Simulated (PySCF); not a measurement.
Sn(I)(SH) (HISSn), SMILES [SH][Sn][I] (connectivity only; charge and spin as stated), neutral, multiplicity 1. Heavy atoms are numbered as in [Sn:1]([I:2])[SH:3]. Hydrogens are named by the atom that carries them.

Geometry: B3LYP-D3(BJ)/def2-SVP. The def2 effective core potentials stand for the cores of I, Sn; spin–orbit coupling is left out. The values are those of a single conformer.

The numbers are results of PBE0/def2-TZVPD (PySCF), not measurements.

Mulliken values depend strongly on the basis, most of all with diffuse functions as here. ESP charges are fitted to the potential on shells at 1.4 to 2.0 van der Waals radii. Atomic charges (e), one atom of each kind:

```csv
atom,Mulliken,ESP fit
Sn1,0.54,…
I2,-0.24,…
S3 (SH),-0.53,…
H on S3,0.23,…
```

**Question.** Complete the blanks. (Estimate from the structure and the level; the computed values follow.)

**Answer.** 
- Sn1, ESP fit: 0.29
- I2, ESP fit: -0.16
- S3 (SH), ESP fit: -0.30
- H on S3, ESP fit: 0.17
